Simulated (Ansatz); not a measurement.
The first iterations of a band of F₃GeH₄NO (10 atoms, charge 0, multiplicity 1).

Theory: RKS PBE0-D4/def2-SVP (Ansatz).

```json
{
  "movable images": "7",
  "climbing image": "yes",
  "spring": "5.0 eV/Å²",
  "optimiser": "quadratic models (default)",
  "start path": "through a guess of the saddle point",
  "force threshold": "0.03 eV/Å",
  "iteration limit": "60",
  "end points": "relaxed"
}
```

First end point:

```xyz
10
Properties=species:S:1:pos:R:3
Ge 0.007 -0.203 0.256
O -0.352 -0.009 1.973
H -0.956 0.738 2.071
F 1.509 0.363 -0.409
F -0.977 1.124 -0.304
F -0.770 -1.442 -0.683
N 1.197 -1.814 0.966
H 0.869 -2.689 0.559
H 2.171 -1.663 0.704
H 1.116 -1.855 1.982
```

Last end point:

```xyz
10
Properties=species:S:1:pos:R:3
Ge 0.122 -0.706 -0.042
O 0.396 -0.051 2.224
H 0.712 0.848 2.055
F 0.887 0.849 -0.151
F -1.500 -0.422 0.492
F -0.133 -1.058 -1.713
N 0.970 -2.151 0.546
H 1.407 -2.732 -0.160
H 1.488 -2.080 1.412
H -0.538 0.052 2.453
```

| iteration | highest image above the first end (eV) | largest band force component (eV/Å) |
| --- | --- | --- |
| 1 | 68.229 | 235.322 |
| 2 | 16.555 | 80.737 |
| 3 | 5.247 | 25.324 |
| 4 | 2.917 | 15.791 |
| 5 | 1.694 | 7.354 |
| 6 | 1.367 | 4.170 |

Question: Does the band converge within its limit, and where does its top end?

Answer: The forces met the threshold. It ended after 19 iterations with the highest image 1.210 eV above the first end. A vibrational analysis at the climbing image gives one clearly imaginary mode, 1127i cm⁻¹: a first-order saddle point. The orbitals stay closed-shell, which can raise the energy where a bond breaks towards radicals; this wasn't checked here.

Time of the run: 5 min on 4 threads of Arm Neoverse V1 (shared host), peak memory 0.33 GiB.
